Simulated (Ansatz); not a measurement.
This geometry of AsH₃In (5 atoms, charge 0, multiplicity 2) is a first-order saddle point.

Method: UKS PBE/def2-SVPD (Ansatz 0.2.0).

```xyz
5
Properties=species:S:1:pos:R:3
As -0.072 -1.247 0.201
In 0.323 1.427 -0.230
H -1.133 -0.922 1.274
H -1.156 -1.268 -0.897
H 2.039 2.009 -0.348
```

Q: Which two structures does it join? (They come from a converged band through this point; their orientation in space is the band's.)

A: No bond is made or broken. The dihedral H4–As1–In2–H5 goes from -68 to 160°. The two ends are copies of one structure, up to a mirror image or an exchange of like atoms.

Initial state:

```xyz
5
Properties=species:S:1:pos:R:3
As -0.119 -1.284 0.275
In 0.577 1.332 0.470
H -1.428 -1.060 1.055
H -0.807 -0.924 -1.062
H 1.777 1.937 -0.739
```

Final state:

```xyz
5
Properties=species:S:1:pos:R:3
As -0.106 -1.305 0.109
In 0.630 1.150 -0.784
H -0.926 -0.583 1.201
H -1.326 -1.353 -0.829
H 1.728 2.090 0.303
```

Q: How far does it lie above each of them?

A: 3.1 kJ/mol above the first and 3.1 kJ/mol above the second. This is the barrier of this one path; another mechanism may lie lower.

The run took 76 s on 2 threads of Intel(R) Xeon(R) Platinum 8488C (Sapphire Rapids) (shared host), peak memory 0.19 GiB.
